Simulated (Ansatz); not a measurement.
Reaction (ligand exchange at the Si–C bond): `[SiH3]C1B[SiH2]1` + `CCS` → `CCS[SiH3]` + `B1C[SiH2]1`

Calculated with Ansatz (gas phase, PBE0-D4/def2-TZVP geometries, no zero-point term in ΔE). CCSD(T)/CBS adds triple-zeta CCSD(T) − MP2 to the extrapolated MP2 energy (def2 sets, frozen cores). This one scheme is used for every species. Functionals use def2-TZVPP. Each species was taken in one conformer, which may not be the lowest.

Q: Is it downhill or uphill in electronic energy at CCSD(T)/CBS, and by how much? (Best estimate.)

A: The calculation gave: Downhill: ΔE = -26.5 kJ/mol.

Q: What do these levels give: LDA (SPW92), B97M-V, PBE0-D4, r2SCAN0-D4, CAM-B3LYP-D4, PBE0, RPA@PBE/def2-TZVPP, CCSD/def2-SVP, HF/def2-TZVPP, CCSD/def2-TZVPP, MP2/def2-QZVPP, SCS-MP2/def2-QZVPP? (Best estimate.)

A: Ansatz gave: LDA (SPW92) -28.9, B97M-V -29.4, PBE0-D4 -27.7, r2SCAN0-D4 -26.5, CAM-B3LYP-D4 -26.2, PBE0 -29.1, RPA@PBE/def2-TZVPP -24.6, CCSD/def2-SVP -21.8, HF/def2-TZVPP -21.9, CCSD/def2-TZVPP -23.0, MP2/def2-QZVPP -27.4, SCS-MP2/def2-QZVPP -26.6 kJ/mol.

Largest T1 diagnostic among the species: 0.014.

At CCSD(T), def2-SVP lies +3.0 kJ/mol from the extrapolated value and def2-TZVPP +1.3 kJ/mol. From r2SCAN to r2SCAN0 (25 % exact exchange), in def2-TZVPP and without D4, ΔE moves by +3.3 kJ/mol.
